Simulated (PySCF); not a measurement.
Correlation energy of Cu²⁺ (copper, charge +2)

[Ar] 3d9, 2D determinant. Calculation: PySCF 2.14, in x2c-TZVPPall; the spin-free X2C one-electron Hamiltonian (Gaussian nucleus). Frozen: [Ne]; 17 electrons correlated.

```json
{"level": "CCSD", "correlation energy (mhartree)": "-602.18"}
{"level": "(T)", "correlation energy (mhartree)": "-9.82"}
{"level": "CCSD(T)", "correlation energy (mhartree)": "-612.00"}
```

Diagnostics: T1 = 0.0081, D1 = 0.0161, largest double amplitude 0.016.

Cost of the coupled-cluster step: of the order of 20 core-seconds, for 17 correlated electrons.

Iterations:

```
CC2 = 0
CCSD nocc = (np.int64(9), np.int64(8)), nmo = (59, 59)
frozen orbitals [[0, 1, 2, 3, 4], [0, 1, 2, 3, 4]]
max_cycle = 100
direct = 0
conv_tol = 1e-08
conv_tol_normt = 1e-06
diis_space = 8
diis_start_cycle = 0
Init t2, MP2 energy = -0.648802137832863
Init E_corr(UCCSD) = -0.648802137847348
cycle = 1  E_corr(UCCSD) = -0.581832020243993  dE = 0.0669701176  norm(t1,t2) = 0.0834346
cycle = 2  E_corr(UCCSD) = -0.607139813778551  dE = -0.0253077935  norm(t1,t2) = 0.0334726
cycle = 3  E_corr(UCCSD) = -0.602226506580447  dE = 0.0049133072  norm(t1,t2) = 0.0176828
cycle = 4  E_corr(UCCSD) = -0.601967455537818  dE = 0.000259051043  norm(t1,t2) = 0.00193486
cycle = 5  E_corr(UCCSD) = -0.602171391181158  dE = -0.000203935643  norm(t1,t2) = 0.000773965
cycle = 6  E_corr(UCCSD) = -0.602203319308421  dE = -3.19281273e-05  norm(t1,t2) = 0.000288243
cycle = 7  E_corr(UCCSD) = -0.602171309629999  dE = 3.20096784e-05  norm(t1,t2) = 0.000107806
cycle = 8  E_corr(UCCSD) = -0.602177248552572  dE = -5.93892257e-06  norm(t1,t2) = 4.85173e-05
cycle = 9  E_corr(UCCSD) = -0.60217827949415  dE = -1.03094158e-06  norm(t1,t2) = 1.47609e-05
cycle = 10  E_corr(UCCSD) = -0.602177231262241  dE = 1.04823191e-06  norm(t1,t2) = 5.99002e-06
cycle = 11  E_corr(UCCSD) = -0.602177362723746  dE = -1.31461505e-07  norm(t1,t2) = 2.90908e-06
cycle = 12  E_corr(UCCSD) = -0.602177397610161  dE = -3.48864144e-08  norm(t1,t2) = 1.39451e-06
cycle = 13  E_corr(UCCSD) = -0.602177372930446  dE = 2.4679715e-08  norm(t1,t2) = 7.02966e-07
cycle = 14  E_corr(UCCSD) = -0.602177416390085  dE = -4.34596391e-08  norm(t1,t2) = 2.8729e-07
cycle = 15  E_corr(UCCSD) = -0.602177399835984  dE = 1.65541005e-08  norm(t1,t2) = 1.01007e-07
cycle = 16  E_corr(UCCSD) = -0.602177391885396  dE = 7.95058863e-09  norm(t1,t2) = 5.2924e-08
UCCSD converged
E(UCCSD) = -1652.861056373093  E_corr = -0.6021773918853955
UCCSD(T) correction = -0.00981527818511421
```

This basis was not built for core-valence correlation, so the inner-shell part is incomplete.
